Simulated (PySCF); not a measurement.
What does the PBE0-D3(BJ)/def2-SVP structure of `[PH3]->[Ir](<-[PH3])(<-[PH3])<-[PH3]` (Ir(PH3)4) [radical] look like in three dimensions? (Doublet state.)

```
atom  x, y, z in Å
Ir1    0.0031    0.0006    0.0062
P2    -0.7846   -0.0086    2.1430
H3     0.1275    0.0236    3.2459
H4    -1.5715   -1.0887    2.6522
H5    -1.6344    1.0276    2.6419
P6     2.0597    0.0687   -0.9696
H7     2.5271   -0.9852   -1.8153
H8     3.2426    0.1332   -0.1662
H9     2.4364    1.1311   -1.8496
P10   -0.7107    2.0727   -0.6087
H11    0.1549    3.0059   -1.2600
H12   -1.2330    3.0073    0.3396
H13   -1.7888    2.2141   -1.5400
P14   -0.5613   -2.1320   -0.5596
H15    0.3792   -3.0256   -1.1609
H16   -1.6052   -2.3766   -1.5082
H17   -1.0410   -3.0680    0.4095
```

Any rigid rotation of these coordinates is as good. Atoms count from 1 in this order. P2 (phosphorus bonded to Ir and 3 H) has angles from 95.4° to 122.0°. All 4 Ir–P bonds measure 2.276 to 2.277 Å. Ir1 (iridium bonded to 4 P) has angles from 98.1° to 135.6°.

Bonds between heavy atoms (Å): Ir1–P2 2.277, Ir1–P6 2.277, Ir1–P10 2.276, Ir1–P14 2.277.

Computed with PySCF 2.14.0, PBE0-D3(BJ)/def2-SVP geometry optimisation, gas phase, def2 core potentials past Kr.

No PBE0-D3(BJ)/def2-SVP frequencies stand behind this structure, so it isn't proved a minimum. ⟨S²⟩ = 0.754 (exact for a doublet: 0.75).

Caution for open-shell metal species: one SCF solution and one stationary point were followed, and a lower state or a bent or distorted shape isn't ruled out.
